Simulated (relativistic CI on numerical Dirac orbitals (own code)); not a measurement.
Eu22+: sensitivity of the levels to the model

Base calculation: Dirac-Coulomb-Breit CI, orbitals from a KLI potential per configuration, a model potential for QED, unscaled Slater integrals.

Configuration list (outside the closed core [Ar] 3d10): 4s2 4p6 4d5, 4s2 4p5 4d6, 4s2 4p6 4d4 4f, 4s 4p6 4d5 4f, 4p6 4d7, 4p5 4d8, 4s2 4p6 4d3 5s2, 4s2 4p6 4d2 4f 5s2, 4s 4p6 4d3 4f 5s2. Double excitations out of closed p, d and f shells are left out; levels of such configurations are missing from the list, as are those of other unlisted configurations, and high levels can miss mixing partners.

Variants: (1) P86 correlation estimate; (2) non-relativistic limit; (3) only the first 3 configurations. Shifts of the energy above 4s2 4p6 4d5 6S_5/2, in cm⁻¹, for the lowest level and the first level of each name with at least 55 % of one term (blank where a level changes its place among those of its configuration and J or its character, or is not in the variant):

```
               Level     Base   Δ(1)    Δ(2)   Δ(3)
  4s2 4p6 4d5 6S_5/2        0      0       0      0
 4s2 4p6 4d5 4G_11/2    75094      0   -4421    -44
  4s2 4p6 4d5 4G_9/2    81913      0  -11240    -53
  4s2 4p6 4d5 4P_1/2    88747      0   -6425   +175
 4s2 4p6 4d5 2I_11/2   119818      0  -18059   -187
  4s2 4p6 4d5 4D_1/2   126692      0  -40171    -86
 4s2 4p6 4d5 2I_13/2   132761      0  -31002   -233
  4s2 4p6 4d5 2G_7/2   159428      0           -205
  4s2 4p6 4d5 2F_7/2   175358      0           +276
  4s2 4p6 4d5 2S_1/2   180184      0  -30885     -6
 4s2 4p6 4d5 2H_11/2   196433      0  -71713   +209
  4s2 4p6 4d5 2P_3/2   242700     +1  -22923   +575
  4s2 4p6 4d5 2P_1/2   269892      0  -50115   +338
4s2 4p5 4d6 6F°_11/2   953065  +1161  -43526  +7712
 4s2 4p5 4d6 6F°_9/2   998225  +1157          +7220
4s2 4p5 4d6 4H°_13/2  1024383  +1153  -67502  +7415
4s2 4p5 4d6 4I°_15/2  1053397  +1157  -65276  +8237
```

At this charge energies of transitions that change n are usually good to better than 1 %, and those within a shell (Δn = 0) to a few per cent. Terms inside the open d or f shell come out 10 to 20 % too wide with unscaled integrals.

Ionisation energy from the two ground configurations alone: base 708.885 eV; P86 correlation estimate 710.793 eV. The NIST ASD value (theoretical) is 709 eV.

LS names give the leading component of a level, which can be under half, so a name can repeat, a term be missing and a line seem to break the LS rules.
